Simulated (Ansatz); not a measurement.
Consider the ligand exchange at the Si–O bond: `[F][Cd][O][SiH3]` + `CSCS` → `CSCS[SiH3]` + `[OH][Cd][F]`.

Calculated with Ansatz (gas phase, PBE0-D4/def2-TZVP geometries, no zero-point term in ΔE). CCSD(T)/CBS adds triple-zeta CCSD(T) − MP2 to the extrapolated MP2 energy (def2 sets, frozen cores). Functionals use def2-TZVPP. B3LYP here is the variant with VWN-RPA as its local correlation; programs differ in this. Elements past krypton have def2 core potentials. For Cd outer-core shells are correlated without core-valence functions, which leaves a few kJ/mol of doubt a bond. Each species was taken in one conformer, which may not be the lowest.

`[F][Cd][O][SiH3]`:

Cartesian coordinates in Å:
```
F -3.909 0.233 0.515
Cd -2.080 0.168 -0.074
O -0.262 0.120 -0.762
Si 1.203 -0.082 -0.081
H 1.338 -1.425 0.558
H 1.467 0.936 0.980
H 2.242 0.050 -1.135
```

`CSCS`:

```xyz
10

C     1.186   -0.875    0.567
S    -0.594   -0.808    0.781
C    -0.940    0.802    0.066
S    -0.569    1.010   -1.695
H     1.688   -0.128    1.185
H     1.507   -1.869    0.879
H     1.445   -0.727   -0.483
H    -1.996    0.995    0.255
H    -0.362    1.578    0.573
H    -1.366    0.021   -2.128
```

`CSCS[SiH3]`:

```xyz
13

C    -0.911    1.116    1.419
S     0.233    1.506    0.094
C    -0.511    0.599   -1.260
S    -0.623   -1.210   -1.061
Si    1.329   -1.622   -0.296
H    -1.898    1.540    1.224
H    -0.504    1.561    2.327
H    -0.990    0.036    1.550
H     0.094    0.831   -2.136
H    -1.531    0.944   -1.444
H     1.479   -1.306    1.146
H     2.364   -0.905   -1.083
H     1.468   -3.089   -0.480
```

`[OH][Cd][F]`:

Cartesian coordinates in Å:
```
O 0.633 -1.031 -0.663
Cd -0.488 0.344 0.151
F -1.693 1.654 0.892
H 1.548 -0.967 -0.380
```

```
             level  ΔE (kJ/mol)  difference from CCSD(T)/CBS
         revPBE-D4         22.5                        -21.8
           PBE0-D4         34.4                         -9.9
          B3LYP-D4         44.8                          0.5
      CAM-B3LYP-D4         54.0                          9.7
           ωB97X-V         48.1                          3.8
          PBE-QIDH         46.0                          1.7
            revPBE         35.3                         -9.0
              BLYP         50.5                          6.2
              PBE0         40.1                         -4.2
           LC-ωPBE         48.4                          4.1
     CCSD/def2-SVP         60.3                         16.0
  CCSD(T)/def2-SVP         56.6                         12.3
SCS-MP2/def2-TZVPP         56.0                         11.7
     HF/def2-QZVPP         83.5                         39.2
SCS-MP2/def2-QZVPP         52.4                          8.1
      HF/CBS(def2)         83.6                         39.3
       CCSD(T)/CBS         44.3                            0
```

Largest T1 diagnostic among the species: 0.017.

From r2SCAN to r2SCAN0 (25 % exact exchange), in def2-TZVPP and without D4, ΔE moves by +4.7 kJ/mol. The D4 term adds −10.2 kJ/mol with B3LYP and −5.7 kJ/mol with PBE0; it sums over pairs of atoms, weighted by their polarisabilities, and B3LYP, whose exchange is more repulsive, gets the larger term. Leaving LDA and LC-ωPBE aside and taking each functional with its dispersion term where it has one, the values, not all of them listed here, spread over 33.3 kJ/mol, from revPBE-D4 to BHLYP-D4. LDA lies −4.8 kJ/mol from PBE without D4.
